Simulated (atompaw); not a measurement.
# Before and after: PAW (atompaw) potential for Ir

Ir (Z = 77), PAW, made with atompaw 4.2.0.5 (PBE, scalar-relativistic). Core [Xe] 4f14, reference 5d7 6s1.5 6p0.5. Waves: 6s (bound); 6s channel at 1.55 Ry; 6p (bound); 6p channel at 3.35 Ry; 5d (bound); 5d channel at 2.7 Ry. Local part: troulliermartins scheme with l = 3 at 1 Ry, radius 2.20 bohr. Core correction: smooth core density matched at 1.50 bohr. Augmentation charge: besselshape compensation charge, radius 2.70 bohr; PAW radius 3.00 bohr; waves and projectors: bloechl.

All-electron outer shells of the reference configuration (PBE, scalar-relativistic, ld1.x):

| shell | level (eV) | outermost node (bohr) | outermost maximum (bohr) |
| --- | --- | --- | --- |
| 4f | -63.18 | – | 0.39 |
| 5p | -55.71 | 0.54 | 1.01 |
| 5d | -8.09 | 0.59 | 1.29 |
| 6s | -7.03 | 1.17 | 2.38 |
| 6p | -1.71 | 1.39 | 3.38 |

Change: waves 6s (bound): rc 3.00 bohr; 6s channel at 1.55 Ry: rc 3.00 bohr; 6p (bound): rc 3.00 bohr; 6p channel at 3.35 Ry: rc 3.00 bohr; 5d (bound): rc 2.50 bohr; 5d channel at 2.7 Ry: rc 2.50 bohr; augmentation besselshape compensation charge, radius 2.70 bohr; PAW radius 3.00 bohr; waves and projectors: custom rrkj gramschmidtortho.

Cutoffs: the cutoffs (Ry, on a coarse ladder) from which the occupation-weighted sum of valence levels, in a spherical-Bessel basis at the reference potential, stays within 10 and 1 mRy of its value at 400 Ry; they do not see the model core or the augmentation charge, which bear on the density cutoff.

Question: What does the change do?

Answer: The potential gets softer (35 Ry and 40 Ry → 18 Ry and 30 Ry); both files keep a bound ghost (s).

```csv
quantity,base,changed
"cutoff, loose",35 Ry,18 Ry
"cutoff, tight",40 Ry,30 Ry
loose cutoff by channel (10 mRy a level),"s 15 Ry, p 6 Ry, d 30 Ry","s 6 Ry, p 6 Ry, d 15 Ry"
bound ghosts,s,s
s: phases at 3.00 bohr within 0.05 rad from the reference energy up to (Ry; the scan ends near 5),n/a,to the end of the scan
p: phases at 3.00 bohr within 0.05 rad from the reference energy up to (Ry; the scan ends near 5),3.6,4.6
d: phases at 3.00 bohr within 0.05 rad from the reference energy up to (Ry; the scan ends near 5),to the end of the scan,to the end of the scan
lowest overlap eigenvalue by channel,"s 0.13, p 0.35, d 0.98","s 0.30, p 0.78, d 0.79"
```

 A true bound ghost makes a file unfit for plane-wave use even where its test errors are small: the radial tests pick states by their node count and pass the ghost by. The cutoffs see the waves, projectors and local potential, not the compensation charge or the core.
